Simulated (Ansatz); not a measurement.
Geometry optimisation, RKS B3LYP/6-31G* (Ansatz).

input.yaml

```yaml
crystal:
  periodic: [false, false, false]
  atoms:
    - { symbol: B, position_ang: [-0.070379, -0.188333, -0.110874] }
    - { symbol: H, position_ang: [-0.126658, -0.5461, 1.033464] }
    - { symbol: C, position_ang: [1.321919, 0.028605, -0.81719] }
    - { symbol: H, position_ang: [1.857052, -0.928751, -0.891944] }
    - { symbol: H, position_ang: [1.239624, 0.441121, -1.830868] }
    - { symbol: H, position_ang: [1.962492, 0.701447, -0.234892] }
    - { symbol: "N", position_ang: [-1.288534, -0.156721, -0.794695] }
    - { symbol: H, position_ang: [-2.182733, -0.332574, -0.359169] }
    - { symbol: H, position_ang: [-1.360814, 0.116686, -1.766344] }
    - { symbol: F, position_ang: [0.001445, 2.022539, 1.120729] }
    - { symbol: H, position_ang: [-0.110112, 1.22588, 1.591383] }
basis:
  gaussian: { orbitals: "6-31G*" }
hamiltonian:
  xc: b3lyp
relax:
  f_tol: 0.03
  max_steps: 50
```

Run as:

```bash
$ ansatz run input.yaml --threads 1 --pin off --max-ram 2048MiB --backend cpu --events-out ev --progress --plain --runs-dir out
```

**Question.** Where does it end, and by what steps?

**Answer.** The forces met the threshold. After 13 steps the energy has fallen by 0.077 eV; F10 moved furthest, 0.46 Å.

```tsv
step	energy less start (eV)	largest force component (eV/Å)	accepted
0	0.0000	0.589	yes
1	-0.0384	1.059	yes
2	-0.0459	1.341	yes
3	0.0128	1.221	no
4	-0.0699	0.131	yes
5	-0.0543	0.669	no
6	-0.0735	0.131	yes
7	-0.0753	0.058	yes
8	-0.0748	0.198	no
9	-0.0758	0.042	yes
10	-0.0759	0.058	yes
11	-0.0765	0.062	yes
12	-0.0765	0.060	yes
13	-0.0765	0.017	yes
```

```xyz
11
Properties=species:S:1:pos:R:3
B -0.117 -0.215 -0.184
H -0.207 -0.456 1.000
C 1.289 0.022 -0.847
H 1.965 -0.823 -0.658
H 1.252 0.192 -1.930
H 1.758 0.901 -0.382
N -1.322 -0.183 -0.883
H -2.225 -0.316 -0.449
H -1.377 0.003 -1.876
F 0.197 2.090 1.535
H 0.031 1.168 1.613
```

Time of the run: 36 s on 1 thread of Arm Neoverse V2, on a shared host, peak memory 0.17 GiB.
